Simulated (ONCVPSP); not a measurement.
## Varying the ONCV potential for Pt (Z = 78)

Base potential:

| Item | Value |
| --- | --- |
| Element | Pt (Z = 78) |
| Generator | ONCVPSP 4.0.1 |
| Type | optimised norm-conserving Vanderbilt (ONCV) |
| Functional | LDA (Perdew-Wang 92) |
| Relativity | scalar-relativistic |
| Frozen core | [Kr] 4d10 4f14 5s2 |
| Valence charge | 16 |
| Reference configuration | 5p6 5d9 6s0.75 6p0.25 |
| Partial waves | 6s: rc 2.30 bohr, ncon 3, nbas 7, qcut 2.4 1/bohr, 2 projectors, debl 1.9 Ha; 5p+6p: rc 1.70 bohr, ncon 4, nbas 8, qcut 9.3 1/bohr, 2 projectors; 5d: rc 1.80 bohr, ncon 4, nbas 8, qcut 7 1/bohr, 2 projectors, debl 2.3 Ha |
| Local potential | polynomial inside 1.55 bohr (lpopt 5, dvloc0 -1 Ha) |
| Core correction | Teter function fitted to the true core (icmod 2), fcfact 0.3 |

All-electron outer shells of the reference configuration (LDA (PZ), scalar-relativistic, ld1.x):

```
shell  level (eV)  outermost node (bohr)  outermost maximum (bohr)
   5s     -102.75                   0.49                      0.87
   4f      -71.05                      –                      0.38
   5p      -56.84                   0.53                      0.98
   5d       -6.90                   0.57                      1.26
   6s       -6.38                   1.14                      2.35
   6p       -1.30                   1.36                      3.55
```

Cutoffs, loose and tight: the cutoffs (Ha) at which the residual kinetic energy of the hardest occupied pseudo-wave falls to 1 and 0.1 mHa per electron. They do not see the model core or the augmentation charge, which bear on the density cutoff. Test errors are all-electron minus pseudo excitation energies from the reference, over the configurations 5p6 5d9 6s1 6p0; 5p6 5d9 6s0 6p0; 5p6 5d8 6s0 6p0; 5p6 5d10 6s0 6p0. A dash means not determined; rows that change the core or the reference have their own tests. The largest error is taken over the tests solved by every variant that gives reliable tests at all: 5p6 5d10 6s0 6p0; 5p6 5d9 6s0 6p0; 5p6 5d9 6s1 6p0.

A true bound ghost makes a file unfit for plane-wave use even where its test errors are small: the radial tests pick states by their node count and pass the ghost by.

```tsv
change	outcome	cutoff, loose	cutoff, tight	bound ghosts	GHOST(+) flags above zero	largest test error (meV)
base	generated	23 Ha	30 Ha	s	none	-5.1
core correction none	generated	23 Ha	30 Ha	s	none	-4.7
d: rc 1.68	generated	23 Ha	30 Ha	s	none	-5.1
```

Problem. What comes out with this change to the base: d: qcut 4.6?

Solution. outcome: generated; cutoff, loose: 63 Ha; cutoff, tight: 75 Ha; bound ghosts: s; GHOST(+) flags above zero: none; largest test error (meV): -3.3.

Problem. What comes out with this change to the base: fully relativistic?

Solution. outcome: generated; cutoff, loose: 24 Ha; cutoff, tight: 30 Ha; bound ghosts: s; GHOST(+) flags above zero: none; largest test error (meV): -2.0.
